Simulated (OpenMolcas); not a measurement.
Mo3+ with 4 ligands (chloride) in tetrahedral coordination (Td). A charge of +0.25 e stands 3.2 Å behind each ligand. Ligand basis ANO-RCC-VDZP.

```yaml
Program: OpenMolcas
Method: "SS-CASPT2, IPEA 0.25 Eh, imaginary shift 0.1 Eh (closed shells correlated: 4s 4p and the ligand valence shells)"
Basis: ANO-RCC-VDZP [6s5p3d1f]
Scalar_Hamiltonian: DKH2, point nucleus
Active_space: 3 electrons in 5 orbitals (4d)
State_averaging: 2S+1 = 4 even, 10 roots; 2S+1 = 2 even, 40 roots
Spin-orbit_coupling: state interaction with AMFI integrals over the reference wave functions
```

All ligands move together. At R = 2.32 Å the first state of the same spin is 7830 cm-1, and at R = 2.45 Å it is 6700 cm-1.

Question: A third run gives 8680 cm-1. What distance was it run at?

Answer: With a power law R^-n the two known points give n = -ln(6700 / 7830) / ln(2.45 / 2.32) = 2.86. Then R = 2.32 × (7830 / 8680)^(1/2.86) = 2.238 Å. The run was at 2.25 Å, so the estimate is off by -0.012 Å.

Roots that are degenerate in the reference are averaged as groups; the widest CASPT2 spread within a group is 540 cm-1 (the 3-fold group of multiplicity 2 near 8580 cm-1 above the lowest state of its run, R = 2.32). Shifts and gaps below about the spread of the groups concerned are not significant. Over all roots computed the reference weight is 0.71 to 0.73 in R = 2.25, 0.71 to 0.73 in R = 2.32, 0.71 to 0.73 in R = 2.45; a low but even weight reflects the number of correlated electrons. An orbital triplet at a regular site is open to Jahn-Teller coupling, which can distort the site and quench the lowest spin-orbit gaps and is left out. This shell can be high or low spin here, a state of another spin lies low, and with metal d orbitals alone active their balance is uncertain, so the ground spin may be wrong. Ligand-to-metal charge-transfer states are missing. These CASPT2 states fit no ligand-field parameters well, so their order and spin gaps are uncertain. With no ligand orbital active B as a rule stays too high, so bands that hang on it stand too high and its fall with covalency is understated. With one d shell and no ligand orbital active, 10Dq can be off by a tenth or more. The least metal-like active orbital is 75 % on the metal (Löwdin) and no ligand orbital is active, so the numbers are rough (holds for R = 2.25). The least metal-like active orbital is 78 % on the metal (Löwdin) and no ligand orbital is active, so the numbers are rough (holds for R = 2.32). The least metal-like active orbital is 82 % on the metal (Löwdin) and no ligand orbital is active, so the numbers are rough (holds for R = 2.45). No measured value stands beside these numbers; the geometry was imposed, not optimised, and the real ion may take another.
